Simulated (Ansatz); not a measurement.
`[F][InH][CH2]I` from Hartree–Fock to CCSD(T)

Cartesian coordinates in Å:
```
F -0.167 -1.455 2.028
In 0.704 -0.850 0.377
C -0.647 0.467 -0.625
I 0.107 2.389 -0.001
H 2.289 -1.423 0.186
H -1.666 0.402 -0.255
H -0.620 0.470 -1.711
```

Total charge 0; spin multiplicity 1. Correlated methods include outer-core shells of I, In, which these sets cover unevenly. In, I takes the def2 core potential. The structure was optimised at the PBE0-D4/def2-TZVP level. It is one conformer, not always the lowest. Frozen core, restricted reference, Ansatz.

```csv
basis,HF (Eh),MP2 corr.,CCSD corr.,(T),CCSD(T) total
def2-SVP,-624.80141,-0.53901,-0.56827,-0.01464,-625.38432
def2-TZVPP,-624.99622,-1.21467,-1.19131,-0.03515,-626.22268
def2-QZVPP,-625.00605,-1.61069,–,–,–
```
